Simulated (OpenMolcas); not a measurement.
S VI: effect of the basis set

```json
{
 "Program": "OpenMolcas 26.06",
 "Method": "SS-CASPT2, IPEA 0.25 Eh, imaginary shift 0.1 Eh (closed shells correlated: 2s 2p)",
 "Active space": "1 electron in 4 orbitals (3s 3p)",
 "State averaging": "2S+1 = 2 even, 1 root; 2S+1 = 2 odd, 3 roots",
 "Spin-orbit coupling": "RASSI with atomic mean-field integrals over the reference wave functions, term energies averaged over their components"
}
```

A. ANO-R1 [4s3p1d], X2C, finite nucleus; CASPT2 step roughly 0.4 core-seconds
B. ANO-L-VTZP [5s4p2d1f], non-relativistic, point nucleus; CASPT2 step about 0.8 core-seconds
C. ANO-RCC-VTZP [5s4p2d1f], DKH2, point nucleus; CASPT2 step roughly 0.8 core-seconds
D. ANO-R2 [5s4p3d1f], X2C, finite nucleus; CASPT2 step about 0.8 core-seconds
E. ANO-RCC-VQZP [6s5p3d2f1g], DKH2, point nucleus; CASPT2 step about 0.7 core-seconds
F. ANO-R3 [6s5p4d3f1g], X2C, finite nucleus; CASPT2 step roughly 0.9 core-seconds

Energies in cm-1 above 3s 2S 1/2, the measured ground level; measured values from NIST levels in Podobedova, Kelleher and Wiese, J. Phys. Chem. Ref. Data 38, 171 (2009).

```
     Level      A       B       C       D       E       F  Measured
 3s 2S 1/2    0.0     0.0     0.0     0.0     0.0     0.0       0.0
3p 2P* 1/2  95559  104528  106027  107996  106077  106121    105874
3p 2P* 3/2  96653  105591  107099  109098  107184  107236    107138
```

Deviations, from unrounded energies. A percentage is the sum of absolute deviations over the sum of measured energies, with the sign that they share, or ± where signs differ.

```json
{"Against measurement": "mean absolute deviation (cm-1)", "Levels": "2", "A": "10000", "B": "1400", "C": "96", "D": "2000", "E": "120", "F": "170"}
{"Against measurement": "other configurations (%)", "Levels": "2", "A": "-9.8", "B": "-1.4", "C": "±0.1", "D": "+1.9", "E": "+0.1", "F": "+0.2"}
```

C lies closest to measurement on these levels and A furthest from it. The largest miss of C in the table is 3p 2P* 1/2, by +150 cm-1. The ranking rests on the paired levels alone, and a cruder setting can come out closer through cancelling errors.

Among A to F the level of the table that moves most is 3p 2P* 3/2, by 12000 cm-1 (lowest in A, highest in D).

With one active electron, CASPT2 adds the correlation within the correlated inactive shells and between them and that electron, and leaves the splitting within a term as the reference gives it. The basis is small and was not contracted for so high a charge (holds for A). Computed and measured levels are paired by configuration, term and J; levels that our copy of the source lacks, or whose pairing is in doubt (as where it misses far off the trend of its configuration), stay unpaired and out of the deviations. Levels of configurations outside the active space are missing.

* marks odd parity.
